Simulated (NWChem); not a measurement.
Species: CH5ClSi; SMILES Cl[SiH2]C

Results from NWChem. Pople sets run with spherical d functions. Structure relaxed at the PBE-D3(BJ)/def2-SVP level. Level: PBE0/6-31G* with SMD (1 M gas to 1 M solution), gas-phase geometry. Reactions with the solvent are ignored.

Task: What does the run give for solvent anisole? Quantities: solvation free energy (kcal/mol); cavity-dispersion-structure term (kcal/mol); dipole in solution (D).

Result: The solvation free energy (kcal/mol) is -2.5 and the cavity-dispersion-structure term (kcal/mol) is -0.6. The dipole in solution (D) comes out as 2.77.
